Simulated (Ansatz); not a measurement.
**Two structures, one formula**

The two ends of one reaction step of Si3H8S, closed shell (PBE0-D4/def2-TZVP).

A:

```tsv
atom	x (Å)	y (Å)	z (Å)
Si1	-0.2235	-0.0184	-0.7132
Si2	1.1358	1.5251	0.3979
S3	1.0048	-1.4487	-1.7476
H4	1.7625	-0.5362	-2.3799
H5	-1.1261	0.6956	-1.6623
Si6	-1.5088	-1.2545	0.7989
H7	0.3159	2.5958	1.0281
H8	2.0787	2.1508	-0.5697
H9	1.9206	0.8286	1.4508
H10	-2.4410	-0.3348	1.5050
H11	-0.6203	-1.9043	1.7977
H12	-2.2985	-2.2991	0.0945
```

B:

| atom | x (Å) | y (Å) | z (Å) |
| --- | --- | --- | --- |
| Si1 | -0.4297 | -0.4704 | -1.2361 |
| Si2 | 1.4401 | 1.5656 | 0.3287 |
| S3 | 1.2278 | -1.1210 | -2.0515 |
| H4 | 0.0183 | 1.0702 | 0.1381 |
| H5 | -1.2849 | 0.5811 | -1.8609 |
| Si6 | -1.4585 | -1.5254 | 0.5856 |
| H7 | 1.3500 | 2.6632 | 1.3278 |
| H8 | 1.9170 | 2.0651 | -0.9769 |
| H9 | 2.2308 | 0.4311 | 0.8483 |
| H10 | -2.4338 | -0.6089 | 1.2364 |
| H11 | -0.4059 | -1.9135 | 1.5579 |
| H12 | -2.1711 | -2.7371 | 0.1026 |

Computed with Ansatz 0.2.0 (basis: def2-TZVPP); correlated methods freeze the cores. B3LYP uses VWN-RPA correlation.

Q: Which structure is lower at CCSD(T), and by how much? (To be estimated.)

A: Computed: A, by 1.088 eV (electronic energy, against the other). By their contacts, A is Si₃H₈S ([SiH3][SiH]([SiH3])[SH]) and B is a complex of Si₂H₄S ([SiH3][SiH][S]) + SiH₄.

All methods give the same order:

| method | E(B) − E(A) (eV) |
| --- | --- |
| SPW92 | 1.150 |
| PBE-D4 | 1.068 |
| BLYP-D4 | 0.881 |
| r2SCAN-D4 | 1.087 |
| B97M-V | 1.073 |
| PBE0-D4 | 1.172 |
| B3LYP-D4 | 0.990 |
| r2SCAN0-D4 | 1.157 |
| BHLYP-D4 | 1.089 |
| CAM-B3LYP-D4 | 1.090 |
| wB97X-V | 1.201 |
| wB97M-V | 1.058 |
| B2PLYP | 1.027 |
| PBE-QIDH | 1.188 |
| RPA on PBE | 1.049 |
| HF | 1.133 |
| MP2 | 1.040 |
| CCSD | 1.129 |
| CCSD(T) | 1.088 |

T1 diagnostic: at most 0.017.

Labels in which every atom is bracketed show which atoms are joined, not bond orders.

For scale, one of the runs: CCSD(T)/def2-TZVPP, 280 basis functions, launched by `ansatz run in.yaml --threads 4 --pin off --events-out ev --progress --plain --max-ram 9574MiB`. Time: 2.4 min of wall clock on 4 CPU threads of an Intel Xeon; the host was shared. Peak host memory: 6.8 GiB.
